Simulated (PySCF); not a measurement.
PySCF input for Sb(Cl)(SiH3)2 (ClH6SbSi2), SMILES [Cl][Sb]([SiH3])[SiH3], B3LYP-D3(BJ)/def2-SVP. Coordinates come from a B3LYP-D3(BJ)/def2-SVP optimisation. The def2 effective core potentials stand for the cores of Sb; spin–orbit coupling is left out.

```python
import numpy as np
from pyscf import gto, scf, dft, df
from pyscf.hessian import thermo

mol = gto.M(
    atom='''
    Sb    0.73664742   -0.12004861   -0.00000001
    Cl   -0.88758296   -1.93478967   -0.00000003
    Si   -0.61785496    1.10705356    1.85759548
    H    -0.49271577    0.32188177    3.11750358
    H    -0.04813615    2.47205627    2.06876983
    H    -2.04923261    1.21426342    1.46255692
    Si   -0.61785497    1.10705362   -1.85759544
    H    -0.49271579    0.32188187   -3.11750356
    H    -2.04923261    1.21426346   -1.46255687
    H    -0.04813616    2.47205634   -2.06876975
    ''',
    basis='def2-SVP',
    ecp={'Sb': 'def2-svp'},
    charge=0,
    spin=0,
    max_memory=1600,
    verbose=3,
)
mf = dft.RKS(mol, xc='b3lyp').density_fit(auxbasis='def2-universal-jkfit')
mf.disp = 'd3bj'
mf.grids.level = 3
mf.conv_tol = 1e-11
mf.max_cycle = 100
mf.kernel()

# analytic Hessian; the response equations are solved on a coarser grid
h, args, fine = mf.Hessian(), (mf.mo_energy, mf.mo_coeff, mf.mo_occ), mf.grids
h.max_memory = max(150, 2.5e-5 * df.make_auxmol(mol, mf.with_df.auxbasis).nao * mol.nelec[0] * (mol.nelec[0] + mol.nao))  # MB; small integral blocks
h1ao = h.make_h1(mf.mo_coeff, mf.mo_occ)
mf.grids = dft.Grids(mol).set(level=1).build(with_non0tab=True)
mo1, mo_e1 = h.solve_mo1(*args, h1ao)
mf.grids = fine
hess = h.hess_elec(*args, mo1, mo_e1, h1ao) + h.hess_nuc()
if mf.do_disp():
    hess += h.get_dispersion()
for i in range(mol.natm):  # the analytic DFT Hessian lacks the response of the grid: restore translational invariance
    hess[i, i] -= hess[i].sum(axis=0)
hess = (hess + hess.transpose(1, 0, 3, 2)) / 2
vib = thermo.harmonic_analysis(mol, hess, imaginary_freq=False)
thermo.dump_normal_mode(mol, vib)
th = thermo.thermo(mf, vib['freq_au'][vib['freq_au'] > 0], 298.15, 101325)
thermo.dump_thermo(mol, th)
g0 = mf.nuc_grad_method().set(verbose=0).kernel()

# dipole derivatives [dipole axis, atom, xyz] from the same response
r, irp = mol.intor('int1e_r'), mol.intor('int1e_irp').reshape(3, 3, mol.nao, mol.nao)
sl, dm0, ok = mol.aoslice_by_atom(), np.array(mf.make_rdm1()), []
dmu = np.einsum('a,xt->xat', mol.atom_charges(), np.eye(3))
for a, (_, _, p0, p1) in enumerate(sl):
    dmu[:, a] += 2 * np.einsum('xtij,ij->xt', irp[:, :, :, p0:p1], dm0.reshape(-1, mol.nao, mol.nao).sum(0)[:, p0:p1])
    for u, c, occ, f in [(mo1, mf.mo_coeff, mf.mo_occ, 4)]:
        dmu[:, a] -= f * np.einsum('tui,xuv,vi->xt', u[a], r, c[:, occ > 0], optimize=True)
L = vib['norm_mode']
ir = 974.8801 * (np.einsum('xat,kat->kx', dmu, L) ** 2).sum(1)       # km/mol
apt = np.einsum('xax->a', dmu) / 3

# polarisability derivatives from nuclear gradients in small electric fields
h0, F = mf.get_hcore(), 0.005
def in_field(f, guess):
    m = mf.copy()
    m.verbose, m.conv_tol, m.conv_tol_grad = 0, 1e-11, 2e-7
    m.get_hcore = lambda *a: h0 + np.einsum('x,xij->ij', f, r)
    m.kernel(guess)
    ok.append(m.converged)
    dm = np.array(m.make_rdm1())
    g = m.nuc_grad_method().kernel() - np.outer(mol.atom_charges(), f)
    for a, (_, _, p0, p1) in enumerate(sl):
        g[a] -= 2 * np.einsum('x,xtij,ij->t', f, irp[:, :, :, p0:p1], dm[:, p0:p1])
    return g, -np.einsum('xij,ij->x', r, dm), dm
E = np.eye(3) * F
g0, _, dm0 = in_field(np.zeros(3), dm0)
gp = [in_field(e, dm0) for e in E]
gm = [in_field(-e, 2 * dm0 - p[2]) for e, p in zip(E, gp)]
alpha = np.array([(p[1] - q[1]) / (2 * F) for p, q in zip(gp, gm)])  # bohr^3
check = abs(np.array([-(p[0] - q[0]) / (2 * F) for p, q in zip(gp, gm)]) - dmu).max()
print('static polarisability / bohr^3:', alpha.round(3))
print('largest difference of analytic and finite-field dipole derivatives / e:', check)
da = np.zeros((3, 3, mol.natm, 3))
for x in range(3):
    da[x, x] = -(gp[x][0] + gm[x][0] - 2 * g0) / F**2
for x, y in ((0, 1), (0, 2), (1, 2)):
    up, down = in_field(E[x] + E[y], gp[x][2] + gp[y][2] - dm0), in_field(-E[x] - E[y], gm[x][2] + gm[y][2] - dm0)
    both = -(up[0] + down[0] - 2 * g0) / F**2
    da[x, y] = da[y, x] = (both - da[x, x] - da[y, y]) / 2
aq = np.einsum('xyat,kat->kxy', da, L) * 0.529177210903**2           # A^2/amu^1/2
a = np.einsum('kxx->k', aq) / 3
g2 = 1.5 * (aq**2).sum((1, 2)) - 4.5 * a**2
raman, depol = 45 * a**2 + 7 * g2, 3 * g2 / (45 * a**2 + 4 * g2 + 1e-12)
print('mode   freq/cm-1   IR/(km/mol)   Raman/(A^4/amu)   depolarisation')
for k, w in enumerate(vib['freq_wavenumber']):
    print(f'{k + 1:4d} {w:11.2f} {ir[k]:13.3f} {raman[k]:17.3f} {depol[k]:16.3f}')
print('max |gradient| / (hartree/bohr):', abs(g0).max())
print('APT charges:', apt.round(4))
```

Log of the run:

```
converged SCF energy = -1282.90958515746

WARN: DFTD3 does not support analytical Hessian, using finite difference


WARN: Mole.unit (angstrom) is changed to Bohr

Mode                                 0                   1                   2
Irrep
Freq [cm^-1]                       75.4103             84.1657             95.9106
Reduced mass [au]                   3.2586              7.6076              1.0268
Force const [Dyne/A]                0.0109              0.0318              0.0056
Char temp [K]                     108.4986            121.0957            137.9940
Normal mode                   x     y     z       x     y     z       x     y     z
       0  Sb                -0.01 -0.02 -0.00   -0.00  0.00 -0.03    0.00 -0.00 -0.00
       1  Cl                 0.04 -0.06  0.00   -0.00  0.00  0.11   -0.00  0.00  0.00
       2  Si                 0.00  0.07 -0.05   -0.04 -0.07 -0.02    0.01  0.01 -0.00
       3   H                 0.09  0.23  0.04   -0.06 -0.14 -0.06   -0.30 -0.21 -0.11
       4   H                -0.05  0.13 -0.24   -0.08 -0.06  0.08    0.27 -0.14  0.27
       5   H                -0.02 -0.04  0.00   -0.03 -0.08 -0.06    0.08  0.38 -0.14
       6  Si                 0.00  0.07  0.05    0.04  0.07 -0.02   -0.01 -0.01 -0.00
       7   H                 0.09  0.23 -0.04    0.06  0.14 -0.06    0.30  0.21 -0.11
       8   H                -0.02 -0.04 -0.00    0.03  0.08 -0.06   -0.08 -0.38 -0.14
       9   H                -0.05  0.13  0.24    0.08  0.06  0.08   -0.27  0.14  0.27
Mode                                 3                   4                   5
Irrep
Freq [cm^-1]                      105.6956            130.2937            295.6236
Reduced mass [au]                   5.7469              1.2224              8.5274
Force const [Dyne/A]                0.0378              0.0122              0.4391
Char temp [K]                     152.0725            187.4637            425.3365
Normal mode                   x     y     z       x     y     z       x     y     z
       0  Sb                 0.04 -0.01 -0.00    0.00 -0.01  0.00   -0.03  0.03  0.00
       1  Cl                -0.04  0.06  0.00    0.02 -0.02 -0.00   -0.01 -0.01 -0.00
       2  Si                -0.05 -0.01 -0.07   -0.02  0.03 -0.03    0.05 -0.05 -0.08
       3   H                -0.06  0.05 -0.03   -0.34 -0.14 -0.11    0.08 -0.05 -0.09
       4   H                -0.15  0.03 -0.10    0.21 -0.11  0.19    0.10 -0.07 -0.11
       5   H                -0.04 -0.12 -0.13    0.05  0.35 -0.20    0.04 -0.01 -0.04
       6  Si                -0.05 -0.01  0.07   -0.02  0.03  0.03    0.05 -0.05  0.08
       7   H                -0.06  0.05  0.03   -0.34 -0.14  0.11    0.08 -0.05  0.09
       8   H                -0.04 -0.12  0.13    0.05  0.35  0.20    0.04 -0.01  0.04
       9   H                -0.15  0.03  0.10    0.21 -0.11 -0.19    0.10 -0.07  0.11
Mode                                 6                   7                   8
Irrep
Freq [cm^-1]                      299.1911            339.0753            475.7535
Reduced mass [au]                   9.0925             39.6326              1.1017
Force const [Dyne/A]                0.4795              2.6847              0.1469
Char temp [K]                     430.4694            487.8539            684.5033
Normal mode                   x     y     z       x     y     z       x     y     z
       0  Sb                -0.00  0.00 -0.04   -0.03 -0.03  0.00   -0.00  0.00  0.01
       1  Cl                 0.00 -0.00  0.00    0.10  0.11  0.00    0.00 -0.00 -0.01
       2  Si                -0.06  0.06  0.08    0.00 -0.01 -0.01   -0.00  0.03 -0.02
       3   H                -0.05  0.02  0.06   -0.00 -0.01 -0.01    0.31 -0.33 -0.28
       4   H                -0.10  0.07  0.12   -0.01 -0.00  0.01   -0.11  0.02  0.30
       5   H                -0.05  0.02  0.06   -0.00 -0.01 -0.00   -0.08 -0.07  0.25
       6  Si                 0.06 -0.06  0.08    0.00 -0.01  0.01    0.00 -0.03 -0.02
       7   H                 0.05 -0.02  0.06   -0.00 -0.01  0.01   -0.31  0.33 -0.28
       8   H                 0.05 -0.02  0.06   -0.00 -0.01  0.00    0.08  0.07  0.25
       9   H                 0.10 -0.07  0.12   -0.01 -0.00 -0.01    0.11 -0.02  0.30
Mode                                 9                  10                  11
Irrep
Freq [cm^-1]                      502.5665            505.9916            542.8695
Reduced mass [au]                   1.1474              1.1229              1.1336
Force const [Dyne/A]                0.1707              0.1694              0.1968
Char temp [K]                     723.0813            728.0092            781.0684
Normal mode                   x     y     z       x     y     z       x     y     z
       0  Sb                 0.01  0.00 -0.00   -0.00 -0.00 -0.00    0.01 -0.01  0.00
       1  Cl                 0.00  0.02  0.00   -0.00 -0.00  0.01   -0.00 -0.00 -0.00
       2  Si                -0.03 -0.03  0.01   -0.04 -0.02 -0.00   -0.02  0.02 -0.03
       3   H                 0.03  0.20  0.14    0.18  0.06  0.02    0.32 -0.26 -0.23
       4   H                 0.33 -0.12 -0.34    0.32 -0.12 -0.23    0.03 -0.03  0.18
       5   H                -0.07  0.28  0.24   -0.12  0.28  0.38   -0.13  0.07  0.40
       6  Si                -0.03 -0.03 -0.01    0.04  0.02 -0.00   -0.02  0.02  0.03
       7   H                 0.03  0.20 -0.14   -0.18 -0.06  0.02    0.32 -0.26  0.23
       8   H                -0.07  0.28 -0.24    0.12 -0.28  0.38   -0.13  0.07 -0.40
       9   H                 0.33 -0.12  0.34   -0.32  0.12 -0.23    0.03 -0.03 -0.18
Mode                                12                  13                  14
Irrep
Freq [cm^-1]                      844.4356            882.5516            935.8123
Reduced mass [au]                   1.0955              1.1013              1.0370
Force const [Dyne/A]                0.4602              0.5054              0.5350
Char temp [K]                    1214.9548           1269.7953           1346.4255
Normal mode                   x     y     z       x     y     z       x     y     z
       0  Sb                 0.00 -0.00  0.00    0.00 -0.00  0.00    0.00  0.00  0.00
       1  Cl                 0.00 -0.00 -0.00    0.00  0.00 -0.00   -0.00  0.00 -0.00
       2  Si                -0.02  0.02  0.03   -0.02  0.02  0.03    0.02 -0.01  0.02
       3   H                 0.21 -0.25 -0.17    0.22 -0.27 -0.19   -0.13 -0.28 -0.15
       4   H                 0.28 -0.07 -0.28    0.27 -0.06 -0.29   -0.32  0.19 -0.38
       5   H                 0.08 -0.18 -0.34    0.07 -0.18 -0.32    0.01  0.28  0.06
       6  Si                 0.02 -0.02  0.03   -0.02  0.02 -0.03   -0.02  0.01  0.02
       7   H                -0.21  0.25 -0.17    0.22 -0.27  0.19    0.13  0.28 -0.15
       8   H                -0.08  0.18 -0.34    0.07 -0.18  0.32   -0.01 -0.28  0.06
       9   H                -0.28  0.07 -0.28    0.27 -0.06  0.29    0.32 -0.19 -0.38
Mode                                15                  16                  17
Irrep
Freq [cm^-1]                      940.3304            941.6159            944.0511
Reduced mass [au]                   1.0371              1.0363              1.0363
Force const [Dyne/A]                0.5403              0.5413              0.5442
Char temp [K]                    1352.9261           1354.7757           1358.2793
Normal mode                   x     y     z       x     y     z       x     y     z
       0  Sb                -0.00  0.00  0.00   -0.00 -0.00 -0.00   -0.00 -0.00  0.00
       1  Cl                 0.00 -0.00 -0.00    0.00 -0.00  0.00    0.00  0.00 -0.00
       2  Si                -0.01  0.01 -0.02    0.01  0.02 -0.00   -0.01 -0.02  0.00
       3   H                 0.10  0.26  0.14   -0.42 -0.14 -0.05    0.44  0.16  0.06
       4   H                 0.35 -0.20  0.35    0.17 -0.04 -0.12   -0.13  0.02  0.15
       5   H                -0.03 -0.32 -0.04   -0.10 -0.38  0.29    0.10  0.34 -0.29
       6  Si                -0.01  0.01  0.02   -0.01 -0.02 -0.00   -0.01 -0.02 -0.00
       7   H                 0.10  0.26 -0.14    0.42  0.14 -0.05    0.44  0.16 -0.06
       8   H                -0.03 -0.32  0.04    0.10  0.38  0.29    0.10  0.34  0.29
       9   H                 0.35 -0.20 -0.35   -0.17  0.04 -0.12   -0.13  0.02 -0.15
Mode                                18                  19                  20
Irrep
Freq [cm^-1]                     2199.6696           2203.2576           2226.1023
Reduced mass [au]                   1.0272              1.0273              1.0411
Force const [Dyne/A]                2.9284              2.9381              3.0398
Char temp [K]                    3164.8349           3169.9972           3202.8656
Normal mode                   x     y     z       x     y     z       x     y     z
       0  Sb                -0.00 -0.00 -0.00    0.00  0.00  0.00    0.00  0.00 -0.00
       1  Cl                -0.00 -0.00  0.00    0.00  0.00  0.00   -0.00 -0.00  0.00
       2  Si                 0.00  0.02  0.01    0.00  0.02  0.01    0.02  0.02 -0.01
       3   H                -0.02  0.11 -0.15   -0.02  0.11 -0.16    0.05 -0.26  0.41
       4   H                -0.25 -0.59 -0.09   -0.25 -0.59 -0.09   -0.09 -0.23 -0.04
       5   H                 0.18 -0.00  0.06    0.18 -0.01  0.06   -0.41  0.03 -0.12
       6  Si                -0.00 -0.02  0.01    0.00  0.02 -0.01   -0.02 -0.02 -0.01
       7   H                 0.02 -0.11 -0.15   -0.02  0.11  0.16   -0.05  0.26  0.41
       8   H                -0.18  0.00  0.06    0.18 -0.01 -0.06    0.41 -0.03 -0.12
       9   H                 0.25  0.59 -0.09   -0.25 -0.58  0.09    0.09  0.23 -0.04
Mode                                21                  22                  23
Irrep
Freq [cm^-1]                     2227.6704           2236.0602           2240.8977
Reduced mass [au]                   1.0426              1.0528              1.0523
Force const [Dyne/A]                3.0484              3.1014              3.1134
Char temp [K]                    3205.1217           3217.1927           3224.1528
Normal mode                   x     y     z       x     y     z       x     y     z
       0  Sb                 0.00  0.00 -0.00   -0.00  0.00  0.00    0.00  0.00 -0.00
       1  Cl                -0.00 -0.00 -0.00   -0.00 -0.00 -0.00   -0.00  0.00 -0.00
       2  Si                 0.01  0.02 -0.01    0.02 -0.01  0.02    0.02 -0.01  0.02
       3   H                 0.05 -0.30  0.47   -0.03  0.25 -0.39   -0.03  0.19 -0.30
       4   H                -0.09 -0.23 -0.04   -0.00 -0.02  0.00   -0.02 -0.06 -0.00
       5   H                -0.30  0.03 -0.09   -0.49  0.03 -0.14   -0.56  0.04 -0.16
       6  Si                 0.01  0.02  0.01   -0.02  0.01  0.02    0.02 -0.01 -0.02
       7   H                 0.05 -0.30 -0.47    0.03 -0.25 -0.39   -0.03  0.19  0.30
       8   H                -0.30  0.03  0.09    0.49 -0.03 -0.14   -0.56  0.04  0.16
       9   H                -0.09 -0.23  0.04    0.00  0.02  0.00   -0.02 -0.06  0.00
temperature 298.1500 [K]
pressure 101325.00 [Pa]
Rotational constants [GHz] 1.48243 1.44935 1.13585
Symmetry number 1
Zero-point energy (ZPE) 0.05075 [Eh]   133234.098 [J/mol]
                           tot       elec      trans        rot        vib
Entropy [J/mol/K]       403.367      0.000    175.981    122.453    104.933
Cv [J/mol/K]            119.348      0.000     12.472     12.472     94.405
Cp [J/mol/K]            127.663      0.000     20.786     12.472     94.405
Internal energy [J/mol]                      3718.434   3718.434 149256.628
Internal energy [Eh]   -1282.84990  -1282.90959
Enthalpy [J/mol]                             6197.391   3718.434 149256.628
Enthalpy [Eh]          -1282.84896
Gibbs free energy [J/mol]                  -46271.345 -32790.984 117970.911
Gibbs free energy [Eh] -1282.89477
static polarisability / bohr^3: [[ 92.15   -2.81   -0.   ]
 [ -2.811 105.265  -0.   ]
 [  0.     -0.    119.186]]
largest difference of analytic and finite-field dipole derivatives / e: 0.0009274922687840803
mode   freq/cm-1   IR/(km/mol)   Raman/(A^4/amu)   depolarisation
   1       75.41         0.123             3.150            0.745
   2       84.17         1.601             3.705            0.750
   3       95.91         0.026             0.107            0.750
   4      105.70         1.921             3.338            0.542
   5      130.29         0.025             0.739            0.749
   6      295.62         0.924            36.509            0.109
   7      299.19         0.087            16.549            0.750
   8      339.08        26.127            12.026            0.254
   9      475.75         2.932             2.945            0.750
  10      502.57        16.225            13.074            0.750
  11      505.99         3.851             9.680            0.750
  12      542.87         0.363            22.697            0.744
  13      844.44       488.509             4.509            0.750
  14      882.55       243.619             1.387            0.382
  15      935.81        42.642            17.291            0.750
  16      940.33        39.391            32.413            0.716
  17      941.62         3.623            22.802            0.750
  18      944.05        64.708            17.701            0.749
  19     2199.67        63.078            40.606            0.750
  20     2203.26       120.444           424.844            0.065
  21     2226.10        41.521            58.342            0.750
  22     2227.67        80.848           250.802            0.278
  23     2236.06        65.808            26.458            0.750
  24     2240.90        84.585           166.213            0.746
max |gradient| / (hartree/bohr): 9.466855015251362e-05
APT charges: [ 0.419  -0.4651  0.7513 -0.2351 -0.2536 -0.2395  0.7513 -0.2351 -0.2395
 -0.2536]
```

The calculation finished and met its thresholds.
